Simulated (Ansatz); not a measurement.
Geometry optimisation, RKS B3LYP-D4/6-31G* (Ansatz 0.2.0).

The input (input.yaml):

```yaml
crystal:
  periodic: [false, false, false]
  atoms:
    - { symbol: Al, position_ang: [-0.226, 1.8161, 1.6861] }
    - { symbol: Si, position_ang: [-1.5055, 1.0948, -0.1957] }
    - { symbol: Si, position_ang: [-0.6524, -0.7727, -1.0581] }
    - { symbol: C, position_ang: [-1.95609, -2.08046, -1.55611] }
    - { symbol: Si, position_ang: [-1.39945, -2.65686, 0.05749] }
    - { symbol: H, position_ang: [-0.7283, 3.2032, 2.4377] }
    - { symbol: H, position_ang: [1.0398, 1.0565, 2.1696] }
    - { symbol: H, position_ang: [-2.849, 0.8484, 0.2112] }
    - { symbol: H, position_ang: [-1.4932, 2.1595, -1.187] }
    - { symbol: H, position_ang: [0.66025, -0.92659, -1.59929] }
    - { symbol: H, position_ang: [-1.617, -2.65001, -2.45715] }
    - { symbol: H, position_ang: [-2.99496, -1.63753, -1.62192] }
    - { symbol: H, position_ang: [-2.39262, -2.34018, 1.10542] }
    - { symbol: H, position_ang: [-0.54601, -3.79179, -0.03444] }
basis:
  gaussian: { orbitals: "6-31G*" }
hamiltonian:
  xc: b3lyp
  dispersion: d4
relax:
  f_tol: 0.015
  max_steps: 40
```

Run as:

```bash
$ ansatz run input.yaml --threads 2 --pin off --max-ram 3072MiB --backend cpu --events-out ev --progress --plain --runs-dir out
```

Question: Where does it end, and by what steps?

Answer: The run converged. The force dipped under the threshold on the way, but the program's further checks kept it going. After 32 steps the energy has fallen by 0.688 eV; H7 moved furthest, 1.76 Å.

```csv
step,energy less start (eV),largest force component (eV/Å),accepted
0,0.0000,2.640,yes
2,-0.6286,0.265,yes
4,-0.6545,0.048,yes
6,-0.6579,0.082,yes
8,-0.6607,0.080,yes
10,-0.6644,0.032,yes
12,-0.6660,0.081,yes
14,-0.6675,0.048,yes
16,-0.6702,0.185,yes
18,-0.6764,0.013,yes
20,-0.6749,0.257,no
22,-0.6824,0.061,yes
24,-0.6852,0.080,yes
26,-0.6870,0.083,yes
28,-0.6878,0.022,yes
30,-0.6881,0.012,yes
32,-0.6883,0.012,yes
```

```xyz
14
Properties=species:S:1:pos:R:3
Al -0.114 2.026 1.672
Si -1.437 1.271 -0.247
Si -0.695 -0.868 -0.825
C -1.922 -2.101 -1.649
Si -1.597 -2.729 0.124
H -0.659 1.836 3.155
H 1.339 2.637 1.448
H -2.886 1.109 0.078
H -1.348 2.174 -1.435
H 0.700 -0.965 -1.334
H -1.532 -2.698 -2.475
H -2.922 -1.725 -1.869
H -2.740 -2.642 1.067
H -0.845 -4.002 0.248
```

Whether the end is a true minimum wasn't checked by a vibrational analysis.

Run time: 100 s on 2 threads of AMD EPYC 9R14 (Zen 4), with other jobs on the host, peak memory 0.29 GiB.
